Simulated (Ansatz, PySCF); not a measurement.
Gas-phase reaction (SMILES): F[SiH2][SiH](F)F + 4 [H][H] (H2) -> 3 F (HF) + 2 [SiH4] (SiH4); energy of full hydrogenation.

Structures are relaxed separately at B3LYP-D3(BJ)/def2-TZVP in Ansatz (a program for electronic structure), one conformer each, not searched for the lowest. Valence correlation only, unless marked. Spin-orbit coupling is left out. No relativistic terms. CBS(X,Y): correlation extrapolated as X^-3; Hartree-Fock from the larger set. Thermal terms are rigid-rotor harmonic-oscillator values from B3LYP-D3(BJ) frequencies (PySCF) at 298.15 K and 1 atm. 1 Eh = 627.5095 kcal/mol.

```csv
species,"E, CCSD(T)/CBS(cc-pV(T+d)Z,cc-pV(Q+d)Z) (Ansatz) (Eh)","E, r2SCAN-D4/def2-TZVPD (Ansatz + dftd4) (Eh)",H - E (Eh),G - E (Eh)
F[SiH2][SiH](F)F,-879.51033,-880.48845,0.04297,0.00270
[H][H] (H2),-1.17450,-1.17100,0.01336,-0.00144
F (HF),-100.39146,-100.44728,0.01259,-0.00713
[SiH4] (SiH4),-291.45815,-291.85367,0.03520,0.01198
```

Work out ΔE and ΔH, ΔG, ΔS and the equilibrium constant at 298.15 K at the first level, then ΔH at the second.


1. ΔE = [3×(-100.39146) + 2×(-291.45815)] - [(-879.51033) + 4×(-1.17450)] = 0.11765 Eh = 73.8 kcal/mol at CCSD(T)/CBS(cc-pV(T+d)Z,cc-pV(Q+d)Z).
2. The terms H - E add up to 0.01176 Eh, so ΔH = (0.11765 + (0.01176))×627.5095 = 81.2 kcal/mol.
3. The terms G - E add up to 0.00563 Eh, so ΔG = 77.4 kcal/mol, and ΔS = (0.01176 - (0.00563))×627509.5/298.15 = 12.9 cal/(mol K).
4. log10 K = -ΔG/(RT ln 10) = -56.7, with RT ln 10 = 1.3642 kcal/mol.
5. At r2SCAN-D4/def2-TZVPD the same steps give ΔE = 77.4 and ΔH = 84.7 kcal/mol, a shift of +3.5 from the first level.
6. These values are not checked against measurement here, since the tables used lack a sound gas-phase enthalpy of formation for at least one species.
